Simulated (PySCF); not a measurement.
AlH₄O₂P, SMILES [Al]([OH])([PH2])[OH].

Geometry: TPSSh-D3(BJ)/def2-SVP. The values are those of a single conformer.

Level of theory: TPSSh-D3(BJ)/def2-SVP (PySCF).

Frequencies are harmonic and unscaled.

### Question
Give all harmonic wavenumbers and intensities. (The exact figures need the calculation; the answer reports its results.)

### Answer

```
mode  ν (cm⁻¹)  IR (km/mol)  Raman (Å⁴/amu)  depolarisation  moving atoms (share of kinetic energy)
----  --------  -----------  --------------  --------------  --------------------------------------
1           99          4.6             0.4            0.75                                  H 89 %
2          142          0.0             1.1            0.75         O 51 %, Al 18 %, P 18 %, H 14 %
3          212          4.2             1.0            0.39                 Al 51 %, O 24 %, H 18 %
4          219         25.9             3.3            0.65         O 51 %, H 21 %, P 16 %, Al 13 %
5          255          0.0             0.9            0.75                                  H 94 %
6          336        293.7             1.5            0.71                          H 79 %, O 17 %
7          409         21.1            16.6            0.10         P 37 %, Al 32 %, H 18 %, O 14 %
8          468        336.6             1.8            0.75                          H 87 %, O 12 %
9          550          0.6             6.6            0.04                          H 60 %, O 35 %
10         561          0.1             1.3            0.75                           H 81 %, P 9 %
11         636          0.0             6.6            0.75                                  H 94 %
12         815        163.8             3.1            0.38                 O 49 %, Al 34 %, H 16 %
13         928        102.1             1.8            0.75                         Al 49 %, O 45 %
14        1101         19.7            31.6            0.75                                  H 97 %
15        2394         34.5           172.7            0.13                                  H 97 %
16        2407         52.2           123.6            0.75                                  H 97 %
17        3898         30.7            98.9            0.75                                  H 94 %
18        3900        114.8           336.4            0.21                                  H 94 %
```
